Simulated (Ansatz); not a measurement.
`C[SiH](C)NP`. Charge 0, multiplicity 1.

```tsv
atom	x (Å)	y (Å)	z (Å)
C1	-1.288	1.113	-0.031
Si2	-0.229	-0.405	0.192
C3	-0.606	-1.709	-1.089
N4	1.454	0.000	0.050
P5	2.352	1.084	1.006
H6	-2.344	0.863	0.097
H7	-1.039	1.881	0.705
H8	-1.155	1.542	-1.028
H9	-0.489	-0.950	1.559
H10	0.012	-2.599	-0.946
H11	-1.652	-2.019	-1.024
H12	-0.433	-1.329	-2.100
H13	2.035	-0.564	-0.548
H14	1.577	2.272	0.862
H15	1.806	0.820	2.297
```

**Question.** Give the diagnostics of a CCSD(T)/def2-TZVPP run (frozen core, Ansatz). (Best estimate.)

**Answer.** The calculation gave: T1 = 0.0108, largest single amplitude 0.013, largest double 0.040, (T) share of the correlation energy 3.8 %, 8 CCSD cycles. The RHF solution is stable towards an unrestricted one. T1 lies under the customary mark of 0.02 for closed shells.
